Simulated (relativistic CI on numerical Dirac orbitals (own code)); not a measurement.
**Transition arrays of Pd26+**

Calculated at this level of theory: Dirac-Coulomb-Breit CI, KLI orbitals optimised for each configuration, a model potential for QED, valence Slater integrals scaled by 0.9, whole transition arrays (own radial code, finite nucleus).

CI space (outside the closed core [Ne] 3s2): 3p6 3d2, 3p6 3d 4f, 3p5 3d3, 3p6 3d 4p, 3p6 3d 5f. Levels of other configurations are missing.

All E1 lines from the levels of 3p6 3d2; mean and standard deviation are weighted by gf, and upper levels are sorted by their leading configuration.

```tsv
Upper configuration	Lines	Σgf	Mean (eV)	Mean (nm)	σ (eV)	Strongest line (nm)
3p6 3d 4f	81	77.3	716.44	1.731	5.19	1.728
3p5 3d3	466	62.2	196.72	6.303	16.31	6.013
3p6 3d 4p	60	3.0	593.30	2.090	4.92	2.087
3p6 3d 5f	81	19.3	948.78	1.307	5.40	1.309
```

Σgf per state of the lower configuration in bins of 0.2 nm over the central range (centre: value): 1.3: 0.43, 1.7: 1.72, 2.1: 0.07, 5.7: 0.12, 5.9: 0.26, 6.1: 0.40, 6.3: 0.14, 6.5: 0.08, 6.7: 0.12, 6.9: 0.04, 7.1: 0.05, 7.3: 0.04, 7.5: 0.08.

Task: How do configuration mixing and the scaling of the Slater integrals move the arrays?

Result: Slater scale 0.9, no configuration mixing: 3p6 3d 4f 716.2 ± 5.1 eV (Σgf 73.2), 3p5 3d3 196.8 ± 16.3 eV (Σgf 63.8), 3p6 3d 4p 593.4 ± 4.8 eV (Σgf 3.2), 3p6 3d 5f 948.7 ± 5.4 eV (Σgf 16.7); Slater scale 1: 3p6 3d 4f 716.8 ± 5.6 eV (Σgf 77.9), 3p5 3d3 200.0 ± 17.0 eV (Σgf 63.1), 3p6 3d 4p 593.3 ± 5.3 eV (Σgf 2.9), 3p6 3d 5f 948.9 ± 5.8 eV (Σgf 19.5); Slater scale 0.8: 3p6 3d 4f 716.1 ± 4.8 eV (Σgf 76.7), 3p5 3d3 193.4 ± 15.7 eV (Σgf 61.4), 3p6 3d 4p 593.3 ± 4.6 eV (Σgf 3.0), 3p6 3d 5f 948.6 ± 5.0 eV (Σgf 19.1). With mixing, levels are counted to their leading configuration, so an array can shrink or vanish into another, and the sums then hold other lines.
